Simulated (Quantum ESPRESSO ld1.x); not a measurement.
Values are calculated unless marked as measured or tabulated.
The aim is the praseodymium ion Pr2+ in [Xe] 4f3. What will ld1.x (Quantum ESPRESSO 7.5) do with this input?

```
 &input
    zed=59.0,
    iswitch=1,
    rel=0,
    lsd=1,
    dft='PZ',
    config='[Xe] 4f3',
    tr2=1e-22,
    prefix='ld1',
    max_out_wfc=37,
    file_charge='ld1.rho',
 /
```

Answer. Usable despite the warning. The threshold lies below the rounding noise, so the cycle runs to its limit and warns, but the energy differs from the sound run by less than 1e-5 hartree.

Output (excerpt):

```
     Program LD1 v.7.5 starts

     Message from routine scf:
     warning: convergence not achieved
     --------------------------- All-electron run ----------------------------

     atomic number is 59.00
     dft =PZ   lsd =1 sic =0 latt =0  beta=0.20 tr2=1.0E-22
     Exchange-correlation= PZ
                           (   1   1   0   0   0   0   0)
     mesh =1961 r(mesh) =  99.72960 a.u. xmin = -7.00 dx = 0.00800
     1 Ry =  13.60569312 eV

     n l     nl                  e(Ry)          e(Ha)          e(eV)
     1 0     1S 1( 1.00)     -2915.5881     -1457.7940    -39668.5968
     2 0     2S 1( 1.00)      -455.7601      -227.8801     -6200.9321
     2 1     2P 1( 3.00)      -431.7444      -215.8722     -5874.1815
     3 0     3S 1( 1.00)       -98.7844       -49.3922     -1344.0307
     3 1     3P 1( 3.00)       -88.3172       -44.1586     -1201.6161
     4 0     4S 1( 1.00)       -20.1353       -10.0677      -273.9549
     4 1     4P 1( 3.00)       -16.2070        -8.1035      -220.5072
     3 2     3D 1( 5.00)       -68.7527       -34.3764      -935.4287
     5 0     5S 1( 1.00)        -3.5476        -1.7738       -48.2669
     5 1     5P 1( 3.00)        -2.4980        -1.2490       -33.9867
     4 2     4D 1( 5.00)        -9.2897        -4.6449      -126.3930
     4 3     4F 1( 3.00)        -1.2823        -0.6412       -17.4469
     1 0     1S 2( 1.00)     -2915.5881     -1457.7941    -39668.5975
     2 0     2S 2( 1.00)      -455.7577      -227.8788     -6200.8988
     2 1     2P 2( 3.00)      -431.7430      -215.8715     -5874.1625
     3 0     3S 2( 1.00)       -98.7140       -49.3570     -1343.0726
     3 1     3P 2( 3.00)       -88.2522       -44.1261     -1200.7317
     4 0     4S 2( 1.00)       -19.9777        -9.9889      -271.8105
     4 1     4P 2( 3.00)       -16.0496        -8.0248      -218.3661
     3 2     3D 2( 5.00)       -68.7040       -34.3520      -934.7661
     5 0     5S 2( 1.00)        -3.4633        -1.7316       -47.1205
     5 1     5P 2( 3.00)        -2.4299        -1.2150       -33.0609
     4 2     4D 2( 5.00)        -9.1336        -4.5668      -124.2685
     4 3     4F 2( 0.00)        -1.1475        -0.5738       -15.6126

     final scf error:  8.5E-20 reached in 201 iterations

     Etot =  -17834.216145 Ry,   -8917.108073 Ha, -242646.871959 eV
     Total magnetization:    3.00 Bohr mag.

     Ekin =   17826.031654 Ry,    8913.015827 Ha,  242535.516284 eV
     Encl =  -42219.884944 Ry,  -21109.942472 Ha, -574430.798242 eV
     Eh   =    6963.983070 Ry,    3481.991535 Ha,   94749.816567 eV
     Exc  =    -404.345925 Ry,    -202.172962 Ha,   -5501.406568 eV
```

Run on one thread of a shared host, so times are rough (Intel(R) Xeon(R) Processor @ 2.60GHz): 1 s of CPU time, 1.1 s wall, 201 iterations on 1961 mesh points.
